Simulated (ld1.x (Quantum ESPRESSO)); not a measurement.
silver (Ag): excitation energies, all-electron against PAW

| Property | Result |
| --- | --- |
| Element | Ag |
| Generator | ld1.x (Quantum ESPRESSO) 7.5 |
| Type | PAW |
| Functional | PBEsol |
| Relativity | scalar-relativistic |
| Frozen core | [Kr] |
| Valence charge | 11 |
| Reference configuration | 4d10 5s1 5p0 |
| Partial waves | 5s (bound): rcut 2.00, rcutus 2.25 bohr; 5s channel at 3.7 Ry: rcut 2.00, rcutus 2.25 bohr; 5p (bound, empty): rcut 2.65, rcutus 3.70 bohr; 5p channel at 1.95 Ry: rcut 2.65, rcutus 3.70 bohr; 4d (bound): rcut 1.60, rcutus 2.10 bohr; 4d channel at 3.4 Ry: rcut 1.60, rcutus 2.10 bohr |
| Local potential | all-electron potential smoothed inside 1.80 bohr (lloc = -1) |
| Core correction | Bessel-smoothed model core, default radius (core density twice the valence density) |
| Augmentation charge | PSQ, inside the norm-conserving radii |

Energies are relative to the spin-unpolarised reference configuration 4d10 5s1 5p0; without spin polarisation the order of configurations can differ from experiment.

```json
{"valence configuration": "4d9 5s0 5p0", "charge": "+2", "ΔE all-electron (eV)": "29.859", "error AE − PS (meV)": "-45"}
{"valence configuration": "4d8 5s0 5p0", "charge": "+3", "ΔE all-electron (eV)": "66.041", "error AE − PS (meV)": "-307"}
{"valence configuration": "4d9 5s2 5p0", "charge": "0", "ΔE all-electron (eV)": "4.051", "error AE − PS (meV)": "-37"}
{"valence configuration": "4d9 5s1 5p0", "charge": "+1", "ΔE all-electron (eV)": "13.164", "error AE − PS (meV)": "-35"}
{"valence configuration": "4d10 5s0 5p1", "charge": "0", "ΔE all-electron (eV)": "3.929", "error AE − PS (meV)": "-1.1"}
```

What are ΔE and the potential's error for 4d10 5s0.5 5p0?

ΔE = 3.020 eV all-electron; the error (AE − PS) is -1.3 meV.

What are ΔE and the potential's error for 4d10 5s0 5p0?

ΔE = 7.745 eV all-electron; the error (AE − PS) is -4.1 meV.
